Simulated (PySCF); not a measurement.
F3S, charge -1, multiplicity 1. Atoms are numbered in the order given.

```xyz
4

F      0.0000     1.8524    -0.3085
S      0.0000     0.0000    -0.3836
F      0.0000    -1.8524    -0.3085
F      0.0000     0.0000     1.2989
```
Charge -1, spin multiplicity 1.

Geometry: B3LYP-D3(BJ)/def2-SVPD. The spin state was assumed, not searched. The isomer is the one that the SMILES or the coordinates give; other isomers of the formula were not compared.

All values below come from CAM-B3LYP/def2-TZVPD run with PySCF.

Mulliken values depend strongly on the basis, most of all with diffuse functions as here. Atomic charges (e):

```tsv
atom	IAO	Mulliken
F1	?	-0.53
S2	?	0.36
F3	?	-0.53
F4	?	-0.29
```

Task: Fill in the missing entries. (Estimate from the structure and the level; the computed values follow.)

Result: 
- F1, IAO: -0.64
- S2, IAO: 0.76
- F3, IAO: -0.64
- F4, IAO: -0.48
